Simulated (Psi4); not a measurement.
sulfur trioxide (O3S), singlet, geometry from GFN2-xTB, with bond 4-2 at 1.3 times its length. Base run: Psi4 1.11 with PBE/6-31G.

Input for Psi4:
```
memory 2 GB

molecule {
0 1
O    -0.69178694   -1.23678958   -0.04601210
S    -0.00000000    0.00000000   -0.00000000
O    -0.72514024    1.21840142   -0.00209182
O     1.84200535    0.02390462    0.06253510
}

set {
  basis 6-31g
}

energy('pbe')
print_variables()
```

The base run was repeated with changes; each row names its change, and settings that it needs were set with it.

| change | ΔE vs base (mEh) | SCF cycles | grid points | basis functions |
|---|---|---|---|---|
| base | 0.000 | 10 | 85726 | 40 |
| dft_radial_points = 50 | -0.098 | 10 | 58232 | 40 |
| e_convergence = 1e-10 | 0.000 | 11 | 85726 | 40 |
| guess = sapgau | 0.000 | 10 | 85726 | 40 |
| guess = gwh | 0.000 | 13 | 85726 | 40 |
| diis_max_vecs = 15 | 0.000 | 10 | 85726 | 40 |
| ints_tolerance = 1e-8 | 0.000 | 10 | 85726 | 40 |
| dft_nuclear_scheme = becke | 0.008 | 10 | 85530 | 40 |
| scf_type = out_of_core | 0.023 | 10 | 85726 | 40 |
| soscf = true | 0.000 | 9 | 85726 | 40 |
| dft_radial_scheme = mura | 0.002 | 10 | 87188 | 40 |
| dft_spherical_points = 194 | 0.114 | 10 | 55162 | 40 |
| scf_type = mem_df | 0.000 | 10 | 85726 | 40 |
